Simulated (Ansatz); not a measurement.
One change: `[OH][GeH]([F])[GeH3]` becomes `[OH][GeH]([GeH3])[GeH3]`.

Ansatz, PBE0-D4/def2-TZVP geometries, multiplicity 1. Each molecule was computed in one conformer, which needn't be the lowest.

Scalar relativity is left out up to krypton.

```csv
property,`[OH][GeH]([F])[GeH3]`
HOMO energy (B3LYP/def2-TZVPP) / eV,-8.27
size of the dipole moment (B3LYP/def2-TZVPP) / D,1.81
LUMO energy (B3LYP/def2-TZVPP) / eV,-0.34
HOMO–LUMO gap (PBE/def2-TZVPP) / eV,6.28
HOMO–LUMO gap (PBE0/def2-TZVPP) / eV,8.38
HOMO energy (ωB97M-V/def2-TZVPP) / eV,-10.55
```

Give the same properties after the change, and the shifts. (An estimate is asked.)

Ansatz gave: 
| property | `[OH][GeH]([GeH3])[GeH3]` | shift |
| --- | --- | --- |
| HOMO energy (B3LYP/def2-TZVPP) / eV | -7.29 | 0.98 |
| size of the dipole moment (B3LYP/def2-TZVPP) / D | 1.16 | -0.65 |
| LUMO energy (B3LYP/def2-TZVPP) / eV | -0.71 | -0.37 |
| HOMO–LUMO gap (PBE/def2-TZVPP) / eV | 5.02 | -1.26 |
| HOMO–LUMO gap (PBE0/def2-TZVPP) / eV | 6.99 | -1.39 |
| HOMO energy (ωB97M-V/def2-TZVPP) / eV | -9.49 | 1.06 |

With PBE0 the HOMO rises by 0.97 eV and the LUMO falls by 0.41 eV, so the gap narrows by about 1.38 eV. PBE moves the HOMO by 0.87 eV and ωB97M-V by 1.06 eV. Dipoles are sizes alone; their direction can turn.

B3LYP here is the variant with VWN-RPA as its local correlation; programs differ in this.
